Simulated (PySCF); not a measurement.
## Electron correlation in P (phosphorus, neutral)

[Ne] 3s2 3p3, high-spin 4S determinant. Calculation: PySCF 2.14, in aug-cc-pV(T+d)Z; no relativity, point nucleus. Frozen: [Ne]; 5 electrons correlated.

| level | correlation energy (mhartree) |
| --- | --- |
| CCSD | -102.21 |
| (T) | -4.08 |
| CCSD(T) | -106.29 |

Diagnostics: T1 = 0.0044, D1 = 0.0093, largest double amplitude 0.038.

Cost of the coupled-cluster step: roughly 1.9 core-seconds, for 5 correlated electrons.
